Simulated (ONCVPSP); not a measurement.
# Pseudopotential generation for Br (Z = 35): ONCV, BLYP, scalar-relativistic.

- Element: bromine
- Generator: ONCVPSP 4.0.1
- Type: optimised norm-conserving Vanderbilt (ONCV)
- Functional: BLYP
- Relativity: scalar-relativistic
- Frozen core: [Ar] 3d10
- Valence charge: 7
- Reference configuration: 4s1 4p6
- Partial waves: 4s: rc 1.25 bohr, ncon 4, nbas 8, qcut 4.7 1/bohr, 3 projectors, debl 3.7 Ha; 4p: rc 1.55 bohr, ncon 4, nbas 6, qcut 4.6 1/bohr, 1 projector
- Local potential: polynomial inside 1.05 bohr (lpopt 5, dvloc0 0 Ha)
- Core correction: polynomial model core, fcfact 0.65

Question: Does the generator finish with these settings?

Answer: Yes, a potential is produced and its reference levels are reproduced.

Question: Estimate the cutoffs (Ha) at which the residual kinetic energy of the hardest occupied pseudo-wave falls to 1 and 0.1 mHa per electron.

Answer: 18 Ha and 65 Ha.

Question: What does a ghost test show?

Answer: Ghosts flagged at negative energy: s at -217.5 eV; GHOST(+) flagged for s at 454.9 eV. A true bound ghost makes a file unfit for plane-wave use.

Question: Which valence shell sets the plane-wave cutoff?

Answer: 4s: 18 Ha for 1 mHa per electron, against 14 Ha for 4p.

Question: Tests: 4s2 4p5; 4s2 4p4; 4s2 4p3; 4s2 4p2. Which has the largest error in its energy relative to the reference configuration, and how large is it?

Answer: 4s2 4p2, with +4.0 meV (all-electron minus pseudo) on +56.47 eV.
